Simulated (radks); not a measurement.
Numerical settings for the niobium ion Nb+, [Kr] 4d4. All-electron calculation, scalar-relativistic Kohn-Sham, BLYP, spin-polarised, spherical densities, point nucleus; open shells are filled with parallel spins first (spin-orbit coupling, left out, can overturn this in heavy ions). Program: a radial shooting solver on a logarithmic mesh with Libxc functionals. The defaults (mesh step 0.008 in ln r, mesh end at 40 bohr or more with all orbitals vanishing there, Anderson mixing 0.5 over 9 steps, residual threshold near 1e-9 with the energy settled to 1e-9 hartree or 1e-11 of itself, here a cap of 84 iterations) give E = -3819.9669 hartree and 4d at -9.894 eV in 14 iterations. Times are rough (one thread of a shared host). Changes against that run (0 stands for a change within the tolerance of the run):

setting,iterations,converged,E (mhartree),e(4d) (meV),CPU (s)
mesh step in ln r 0.12,2,no,diverged,-,0.02
mesh step in ln r 0.08,4,no,diverged,-,0.03
mesh step in ln r 0.003,14,yes,0,0,0.42
mesh end (bohr) 5,14,yes,+44.2,+1.34e+03,0.14
mesh end (bohr) 400,14,yes,0,0,0.17
residual threshold 1e-05,10,yes,0,-0.0402,0.13
residual threshold 0.1,9,yes,-0.000124,+1.08,0.12
mixing 1.5,15,yes,0,0,0.16
"linear mixing, mixing 0.05",84,no,+0.689,-55.6,0.88
"linear mixing, mixing 0.8",76,yes,0,0,0.72
mixing history 3,16,yes,0,0,0.17
iteration cap 2,2,no,+530,-9.41e+03,0.04

Settings that end as converged yet miss the energy by more than 1 mhartree: mesh end (bohr) 5 (+0.0442 hartree). A mesh that ends early acts as a hard wall.
